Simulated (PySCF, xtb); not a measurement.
C3H9BFN, SMILES CCNB(C)F.

xtb 6.7.1 with GFN2-xTB at its own geometry gives an orbital gap of 6.35 eV and a dipole moment of 2.83 D.

Coordinates come from a ωB97X-D3(BJ)/def2-SVP optimisation. This is a generated structure with no PubChem entry under its InChIKey; it may be hypothetical. One conformer was computed; it need not be the lowest.

Problem. What does M06-2X/def2-TZVP (PySCF) give? (An estimate is asked for; the answer gives what the named calculation found.)

Solution. gap 10.25 eV (levels -8.90 and 1.35 eV), dipole 2.31 D.
